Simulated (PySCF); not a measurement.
# Working out the ionisation energy of Ar⁺

Ar⁺ [Ne] 3s2 3p5 (2P) → Ar²⁺ [Ne] 3s2 3p4 (3P). Calculation: PySCF 2.14, in dyall-acv3z; the non-relativistic Hamiltonian (point nucleus). Frozen: [Ne]; the 31 highest virtual orbitals dropped. Energies in hartree (1 hartree = 27.21139 eV):

| part | Ar⁺ (lower) | Ar²⁺ (upper) |
| --- | --- | --- |
| UHF | -526.282329 | -525.313300 |
| CCSD correlation | -0.198872 | -0.162766 |
| (T) | -0.006029 | -0.004579 |

Q: What does Hartree-Fock give?

A: (-525.313300) − (-526.282329) = 0.969029 hartree = 26.369 eV.

Q: What do CCSD and CCSD(T) give?

A: The CCSD correlation energies differ by 0.036106 hartree = 0.982 eV and the triples by 0.001450 hartree = 0.039 eV, so CCSD gives 27.351 eV and CCSD(T) 27.390 eV.

A first-order spin-orbit estimate adds -0.006 eV to CCSD(T) (valence), giving 27.384 eV against 27.630 eV (measured; NIST Atomic Spectra Database, ionization energies).

What remains against the reference includes basis incompleteness, the frozen core and higher excitations.
